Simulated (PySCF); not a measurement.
**Spinor energies of Au⁺ (gold, charge +1)**

Start: [Xe] 4f14 5d10. Calculated with PySCF 2.14 in x2c-TZVPall-2c with one added diffuse shell each of s, p, d type (12s12p11d2f, 117 functions): generalised Hartree-Fock with the X2C-1e Hamiltonian and a Gaussian nucleus; spin-orbit coupling (SO) screened by Boettger's factors. This is a chosen level, not necessarily the ground level.

| spinor shell | electrons | ε, screened SO (eV) | weight of nominal j (screened SO) | rms radius, screened SO (bohr) |
| --- | --- | --- | --- | --- |
| 1s1/2 | 2 | -81154.0 | 1.000 | 0.0190 |
| 2s1/2 | 2 | -14473.6 | 1.000 | 0.0768 |
| 2p1/2 | 2 | -13856.1 | 1.000 | 0.0651 |
| 2p3/2 | 4 | -12015.0 | 1.000 | 0.0731 |
| 3s1/2 | 2 | -3490.1 | 1.000 | 0.196 |
| 3p1/2 | 2 | -3213.4 | 1.000 | 0.188 |
| 3p3/2 | 4 | -2801.1 | 1.000 | 0.204 |
| 3d3/2 | 4 | -2347.0 | 1.000 | 0.179 |
| 3d5/2 | 6 | -2258.8 | 1.000 | 0.183 |
| 4s1/2 | 2 | -800.37 | 1.000 | 0.433 |
| 4p1/2 | 2 | -681.26 | 1.000 | 0.438 |
| 4p3/2 | 4 | -581.05 | 1.000 | 0.471 |
| 4d3/2 | 4 | -385.87 | 1.000 | 0.485 |
| 4d5/2 | 6 | -366.64 | 1.000 | 0.497 |
| 5s1/2 | 2 | -135.75 | 1.000 | 1.00 |
| 4f5/2 | 6 | -113.57 | 1.000 | 0.544 |
| 4f7/2 | 8 | -109.79 | 1.000 | 0.546 |
| 5p1/2 | 2 | -95.299 | 1.000 | 1.09 |
| 5p3/2 | 4 | -78.147 | 1.000 | 1.19 |
| 5d3/2 | 4 | -22.029 | 1.000 | 1.64 |
| 5d5/2 | 6 | -20.173 | 1.000 | 1.73 |

| quantity | screened SO |
| --- | --- |
| E (hartree) | -19026.55926 |
| M_J | 0 |
| ⟨J²⟩ | 0.000 |
| ⟨L²⟩ | 0.178 |
| ⟨S²⟩ | 0.178 |

Breit and QED terms are absent; they matter most for the inner s and p1/2 levels.

Densities and radii are taken from the X2C orbitals without a picture-change correction, which distorts them close to the nucleus.
